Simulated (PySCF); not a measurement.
# Correlation energy of Ti⁺ (titanium, charge +1)

Starting occupation: [Ar] 3d2 4s1, 3d3/2 with m_j = +1/2, +3/2, 4s1/2 with m_j = -1/2. Calculation: PySCF 2.14, in x2c-SVPall-2c (5s5p3d1f, 42 functions); X2C-1e with screened-nucleus spin-orbit coupling, Gaussian nucleus. Frozen: [Ne]; 11 electrons correlated; the 6 highest virtual spinors left out.

MP2 pair energies summed by pair of shells (mhartree):

```json
{"pair": "3p-3p", "energy": "-103.21", "share (%)": "60.9"}
{"pair": "3d-3p", "energy": "-35.71", "share (%)": "21.1"}
{"pair": "3p-4s", "energy": "-8.96", "share (%)": "5.3"}
{"pair": "3p-3s", "energy": "-7.90", "share (%)": "4.7"}
{"pair": "3s-3s", "energy": "-3.99", "share (%)": "2.4"}
{"pair": "3d-4s", "energy": "-3.12", "share (%)": "1.8"}
{"pair": "3d-3s", "energy": "-3.03", "share (%)": "1.8"}
{"pair": "3d-3d", "energy": "-2.90", "share (%)": "1.7"}
{"pair": "3s-4s", "energy": "-0.54", "share (%)": "0.3"}
```

Total MP2 correlation energy: -169.35 mhartree.

The GHF reference relaxed away from the jj start to a determinant that is no pure jj level (⟨S²⟩ = 3.75, ⟨J²⟩ = 6.65); the energies belong to that determinant.

This basis was not built for core-valence correlation, so the inner-shell part is incomplete.
